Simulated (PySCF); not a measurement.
Point-charge models of `C#C[C@](F)(CC)CO` against its computed dipole.

Coordinates (GFN2-xTB, Å) and charges (e) from the PBE0/pcSseg-1 density (PySCF):

| atom | x | y | z | Mulliken | IAO | Hirshfeld | ESP-fitted |
| --- | --- | --- | --- | --- | --- | --- | --- |
| C1 | -0.193 | 2.617 | 0.721 | -0.3446 | -0.2140 | -0.0894 | -0.3123 |
| C2 | -0.290 | 1.447 | 0.487 | +0.3816 | -0.0474 | -0.0393 | -0.1954 |
| C3 | -0.423 | 0.023 | 0.234 | -0.1417 | +0.2784 | +0.1088 | +0.3814 |
| F4 | -0.480 | -0.650 | 1.466 | -0.3317 | -0.3313 | -0.1035 | -0.2406 |
| C5 | 0.765 | -0.528 | -0.561 | -0.1922 | -0.2595 | -0.0750 | +0.1247 |
| C6 | 2.084 | -0.363 | 0.185 | -0.2549 | -0.4217 | -0.1233 | -0.3438 |
| C7 | -1.769 | -0.267 | -0.464 | +0.1886 | -0.0518 | -0.0049 | -0.0839 |
| O8 | -1.958 | -1.634 | -0.693 | -0.4500 | -0.5405 | -0.2184 | -0.5605 |
| H9 | -0.101 | 3.645 | 0.910 | +0.0500 | +0.2068 | +0.0983 | +0.2910 |
| H10 | 0.575 | -1.585 | -0.761 | +0.1288 | +0.1518 | +0.0389 | +0.0048 |
| H11 | 0.802 | 0.000 | -1.515 | +0.1245 | +0.1453 | +0.0456 | +0.0197 |
| H12 | 2.301 | 0.691 | 0.345 | +0.1232 | +0.1436 | +0.0331 | +0.1023 |
| H13 | 2.895 | -0.805 | -0.388 | +0.1183 | +0.1450 | +0.0438 | +0.0857 |
| H14 | 2.035 | -0.856 | 1.153 | +0.1209 | +0.1495 | +0.0361 | +0.0936 |
| H15 | -2.577 | 0.148 | 0.156 | +0.1215 | +0.1338 | +0.0368 | +0.1063 |
| H16 | -1.786 | 0.224 | -1.439 | +0.1231 | +0.1578 | +0.0518 | +0.1317 |
| H17 | -1.886 | -2.094 | 0.153 | +0.2345 | +0.3542 | +0.1606 | +0.3954 |

Compute μ = Σ q r for each scheme (1 e·Å = 4.803 D) and compare with the dipole of the full density.

The full density gives (0.49, 1.21, -0.28) D, 1.34 D in size; dipole vectors point from the negative to the positive end.

```
    scheme     μx    μy     μz  size (D)  share of the full size (%)  angle to the full dipole (°)
  Mulliken   0.52  0.77  -2.52      2.69                         201                            58
       IAO   0.53  2.22  -1.27      2.61                         195                            19
 Hirshfeld  -0.05  0.75  -0.26      0.79                          59                            26
ESP-fitted   0.50  1.22  -0.29      1.35                         101                             1
```

Which set comes closest?

Length of the difference vector: ESP-fitted 0.02 D, Hirshfeld 0.71 D, IAO 1.41 D, Mulliken 2.28 D. Closest: ESP-fitted. 

What is left for the Hirshfeld atoms' own dipoles?

The Hirshfeld atoms' densities add up to the full density, so μ = Σ q r + Σ (atomic dipoles). The atomic dipoles sum to (0.49, 1.21, -0.28) − (-0.05, 0.75, -0.26) = (0.54, 0.46, -0.02) D, 0.71 D in size.

With the origin at the mean of the coordinates, (0.000, 0.001, -0.001) Å, which are the largest single terms, by size, of the IAO dipole along the direction of the full one?

O8 +5.33, H17 -4.46, H9 +3.06, C1 -2.21, F4 +1.70 D; all 17 atoms together +2.47 D. The single terms depend on the origin, their sum doesn't.

Give the size of the full dipole in other units.

1.34 D = 0.527 au = 0.279 e·Å = 4.47 × 10⁻³⁰ C·m.

Isolated species at its GFN2-xTB geometry (one conformer only).

The values belong to the conformer `[CH:1]#[C:2][C@:3]([F:4])([CH2:5][CH3:6])[CH2:7][OH:8]`: C2–C3–C5–C6 61°, C2–C3–C7–O8 -178°, H–O8–C7–C3 56°.
